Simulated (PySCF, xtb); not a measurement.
C2H8OSSi, SMILES C[Si](C)(O)S.

GFN2-xTB run with xtb 6.7.1 at its own geometry gives an orbital gap of 5.26 eV and a dipole moment of 4.38 D.

Geometry: B3LYP-D3(BJ)/def2-SVP. The values are those of a single conformer.

Problem. What does r2SCAN/def2-TZVP (PySCF) give? (Estimate from the structure and the level; the computed values follow.)

Solution. gap 6.37 eV (levels -6.33 and 0.03 eV), dipole 0.76 D.
